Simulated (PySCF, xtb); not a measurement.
SiCl2HI, SMILES I[SiH](Cl)Cl.

GFN2-xTB (xtb 6.7.1) at its own geometry gives an orbital gap of 5.75 eV and a dipole moment of 5.03 D.

Coordinates come from a B3LYP-D3(BJ)/def2-SVP optimisation. The def2 effective core potentials stand for the cores of I; spin–orbit coupling is left out.

### Question
What does PySCF with ωB97X/def2-TZVP give? (An estimate is asked for; the answer gives what the named calculation found.)

### Answer
gap 11.08 eV (levels -10.35 and 0.74 eV), dipole 0.84 D.
